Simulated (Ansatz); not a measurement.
A set of 12 reactions (hydrogenolysis), with CCSD(T)/CBS values in kJ/mol:

| reaction | ΔE |
| --- | --- |
| `[F][GeH]([F])[SiH3]` + H₂ → `[F][GeH2][SiH3]` + H–F | 48.5 |
| `C[SiH](F)I` + H₂ → `F[SiH2]I` + CH₄ | -10.2 |
| `O[SiH](F)S[SiH2]F` + H₂ → `F[SiH2]S[SiH2]F` + H₂O | 95.3 |
| `CBO[SiH2]C` + H₂ → `BO[SiH2]C` + CH₄ | -14.6 |
| `C=N[SiH](O)S` + H₂ → `C=N[SiH2]S` + H₂O | 89.1 |
| `CC(C)N[SiH3]` + H₂ → `CCN[SiH3]` + CH₄ | -57.3 |
| `Cl[C@H]1C[Si@@H]1Cl` + H₂ → `Cl[SiH]1CC1` + HCl | -88.0 |
| `C=[CH][InH][CH3]` + H₂ → `C=[CH][InH2]` + CH₄ | -40.4 |
| `O[CH](O)[GaH2]` + H₂ → `O[CH2][GaH2]` + H₂O | -70.7 |
| `FC[SiH](F)[SiH3]` + H₂ → `F[SiH2][SiH3]` + `CF` | -37.4 |
| `F[SiH2]S[SiH2]F` + H₂ → `F[SiH2]S[SiH3]` + H–F | 116.7 |
| `C[Te][SiH2]N` + H₂ → `N[SiH2][TeH]` + CH₄ | -60.6 |

Gas-phase electronic energies from Ansatz, PBE0-D4/def2-TZVP geometries. CBS: MP2 limit from def2 TZ/QZ plus the TZ coupled-cluster correction, frozen cores. This one scheme is used for every species. DFT in def2-TZVPP. B3LYP here is the variant with VWN-RPA as its local correlation; programs differ in this. Elements past krypton have def2 core potentials. For Ga, Ge, I, In, Te outer-core shells are correlated without core-valence functions, which leaves a few kJ/mol of doubt a bond. Scalar relativity is left out up to krypton. Each species was taken in one conformer, which may not be the lowest.

(1) Give the mean, mean absolute and largest difference (level minus CCSD(T)/CBS, kJ/mol) for: PBE-D4, r2SCAN-D4, B3LYP-D4, ωB97X-V, ωB97M-V, B2PLYP, r2SCAN, PBE0, HF/def2-TZVPP, SCS-MP2/def2-TZVPP, CCSD(T)/def2-TZVPP, HF/def2-QZVPP, SCS-MP2/def2-QZVPP, HF/CBS(def2). (An estimate is asked.)

The largest T1 diagnostic in the set is 0.013, for `C=[CH][InH2]` (customary mark 0.02).

CCSD(T)/CBS is a level of theory with its own doubt, and the functionals carry their triple-zeta basis error, so these figures describe this set and don't rank the functionals.

Results:

(1) Ansatz gave: 
```tsv
level	mean	mean absolute	largest
PBE-D4	2.1	5.1	16.7
r2SCAN-D4	4.0	6.8	14.0
B3LYP-D4	0.5	5.0	9.5
ωB97X-V	0.0	3.9	-9.3
ωB97M-V	1.2	4.0	-7.6
B2PLYP	-2.8	5.8	-11.6
r2SCAN	2.8	6.5	13.2
PBE0	-6.1	6.7	-13.2
HF/def2-TZVPP	-16.9	17.4	-31.0
SCS-MP2/def2-TZVPP	-0.6	3.1	7.1
CCSD(T)/def2-TZVPP	-1.4	2.3	-5.2
HF/def2-QZVPP	-16.7	17.7	-30.5
SCS-MP2/def2-QZVPP	0.2	2.6	6.7
HF/CBS(def2)	-16.6	17.7	-30.5
```
